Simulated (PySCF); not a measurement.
B(H)(OH)(SMe) (CH5BOS), SMILES B(SC)O. Atoms are numbered in the order given.

```xyz
9

B     -0.5684     1.0826     0.0000
H     -1.5929     1.7235     0.0000
O      0.6600     1.6625     0.0000
H      0.6232     2.6265     0.0000
S     -0.7294    -0.7086     0.0000
C      1.0186    -1.2619     0.0000
H      1.5397    -0.8974    -0.8951
H      1.0115    -2.3597     0.0000
H      1.5397    -0.8974     0.8951
```
Charge 0, spin multiplicity 1.

Geometry optimised at B3LYP-D3(BJ)/def2-SVP. Other conformers were not sampled.

Computed with B3LYP-D3(BJ)/def2-SVP (PySCF 2.14.0).

Frequencies are harmonic and unscaled.

```
mode  ν (cm⁻¹)  IR (km/mol)  Raman (Å⁴/amu)  depolarisation  moving atoms (share of kinetic energy)
----  --------  -----------  --------------  --------------  --------------------------------------
1           49          0.2             0.0               –                                  H 97 %
2          184          2.0             1.9            0.59                  C 38 %, O 33 %, H 23 %
3          232          9.2             2.1            0.75          H 32 %, B 31 %, O 17 %, S 12 %
4          448          5.2             1.8            0.74          O 35 %, S 32 %, B 19 %, H 11 %
5          531         84.2             1.2            0.75                                  H 88 %
6          689         14.3            19.8            0.15          C 48 %, S 22 %, H 16 %, B 14 %
7          748         44.3             4.8            0.64          B 34 %, S 32 %, H 21 %, C 12 %
8          868         36.3             2.3            0.75                          H 67 %, B 28 %
9          957         51.9             0.3            0.63                           H 89 %, C 9 %
10         961          7.9             3.5            0.75                          H 83 %, C 15 %
11        1008         16.3            10.3            0.67                                  H 88 %
12        1162        103.5             5.1            0.10                  H 52 %, O 28 %, B 20 %
13        1321         83.1             2.2            0.74                  H 70 %, B 15 %, C 11 %
14        1375        177.6             1.5            0.25                  B 49 %, H 33 %, O 15 %
15        1447          6.5            18.3            0.75                                  H 96 %
16        1452         20.0            12.0            0.74                                  H 95 %
17        2598        151.3           122.1            0.25                           H 91 %, B 9 %
18        3056         18.9           127.2            0.01                                  H 98 %
19        3162          4.6            58.0            0.75                          H 90 %, C 10 %
20        3165          4.2            81.5            0.74                          H 90 %, C 10 %
21        3858        106.3           138.5            0.29                                  H 94 %
```
